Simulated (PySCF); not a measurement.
Isomers of C2H11FO2Si3, one GFN2-xTB conformer each. Single-point energies are computed at PBE0/pcSseg-1 (PySCF, gas phase, no added dispersion term), electronic only.

Task: Rank them by PBE0/pcSseg-1 energy, lowest first (kJ/mol).
A. `[OH:1][SiH2:2][C@H:3]([O:4][SiH3:5])[SiH2:6][CH2:7][F:8]` with H–O1–Si2–C3 -39°, O1–Si2–C3–O4 51°, Si2–C3–O4–Si5 108°, Si2–C3–Si6–C7 -61°, C3–Si6–C7–F8 -46°
B. `[CH3:1][C@H:2]([F:3])[SiH2:4][O:5][SiH2:6][O:7][SiH3:8]` with C1–C2–Si4–O5 52°, C2–Si4–O5–Si6 46°, Si4–O5–Si6–O7 -43°
C. `[CH3:1][Si@@H:2]([OH:3])[Si@@:4]([CH3:5])([F:6])[O:7][SiH3:8]` with C1–Si2–O3–H -52°, C1–Si2–Si4–C5 -45°, Si2–Si4–O7–Si8 45°
D. `[CH3:1][Si@@H:2]([OH:3])[Si@:4]([CH3:5])([F:6])[O:7][SiH3:8]` with C1–Si2–O3–H 57°, C1–Si2–Si4–C5 -142°, Si2–Si4–O7–Si8 61°
E. `[CH3:1][O:2][SiH2:3][Si@H:4]([F:5])[O:6][CH2:7][SiH3:8]` with C1–O2–Si3–Si4 180°, O2–Si3–Si4–F5 -88°, Si3–Si4–O6–C7 165°, Si4–O6–C7–Si8 -164°
F. `[CH3:1][CH2:2][O:3][Si@H:4]([OH:5])[SiH2:6][SiH2:7][F:8]` with C1–C2–O3–Si4 168°, C2–O3–Si4–O5 -51°, O3–Si4–O5–H -166°, O3–Si4–Si6–Si7 134°, Si4–Si6–Si7–F8 20°
G. `[CH3:1][O:2][Si:3]([F:4])([O:5][CH3:6])[SiH2:7][SiH3:8]` with C1–O2–Si3–F4 -63°, O2–Si3–O5–C6 175°, O2–Si3–Si7–Si8 61°

Result: C (0.0), D (3.4), B (151.0), F (200.5), G (203.1), E (298.5), A (448.5).

As drawn, the lowest has an Si–F bond and an Si–Si bond, which the highest lacks. Neighbours under 10 kJ/mol apart (C[Si@@H](O)[Si@@](C)(F)O[SiH3] and C[Si@@H](O)[Si@](C)(F)O[SiH3]; CCO[Si@H](O)[SiH2][SiH2]F and CO[Si](F)(OC)[SiH2][SiH3]) can change places with a better method, another conformer or zero-point energy. C[Si@@H](O)[Si@@](C)(F)O[SiH3] and C[Si@@H](O)[Si@](C)(F)O[SiH3] are stereoisomers, 3.4 kJ/mol apart in the conformers taken. GFN2-xTB itself gives, in the same order: 42.0, 44.9, 0.0, 204.1, 258.1, 189.4, 366.2. GFN2-xTB puts C[C@H](F)[SiH2]O[SiH2]O[SiH3] lowest instead; measured from each level's own lowest isomer, the values differ by up to 151.0 kJ/mol (C[C@H](F)[SiH2]O[SiH2]O[SiH3]: 0.0 against 151.0).

Task: Which frontier levels, dipoles and rotational constants go with these structures?

Result: 
```
                        SMILES  HOMO (eV, PBE0/pcSseg-1)  LUMO (eV)  dipole (D)       A, B, C (MHz)
C[Si@@H](O)[Si@@](C)(F)O[SiH3]                     -7.73      -0.22        2.99  1446, 800.9, 629.8
 C[Si@@H](O)[Si@](C)(F)O[SiH3]                     -7.53      -0.40        2.77  1312, 840.3, 641.0
 C[C@H](F)[SiH2]O[SiH2]O[SiH3]                     -8.06       0.36        1.18  1389, 893.2, 625.1
     CCO[Si@H](O)[SiH2][SiH2]F                     -7.82      -0.99        0.86  2384, 524.1, 475.3
     CO[Si](F)(OC)[SiH2][SiH3]                     -8.21      -0.19        1.54  1535, 719.5, 587.4
     CO[SiH2][Si@H](F)OC[SiH3]                     -8.07      -0.49        1.35  2503, 467.1, 415.9
 O[SiH2][C@H](O[SiH3])[SiH2]CF                     -7.49      -0.17        1.26  1331, 728.7, 566.3
```

Task: As an exercise, what shares would exp(−E/RT) give at 1000 K from these electronic energies alone (no entropy, no degeneracies)?

Result: RT = 8.314 kJ/mol: C[Si@@H](O)[Si@@](C)(F)O[SiH3] 60.0 %, C[Si@@H](O)[Si@](C)(F)O[SiH3] 40.0 %, C[C@H](F)[SiH2]O[SiH2]O[SiH3] under 0.1 %, CCO[Si@H](O)[SiH2][SiH2]F under 0.1 %, CO[Si](F)(OC)[SiH2][SiH3] under 0.1 %, CO[SiH2][Si@H](F)OC[SiH3] under 0.1 %, O[SiH2][C@H](O[SiH3])[SiH2]CF under 0.1 %.
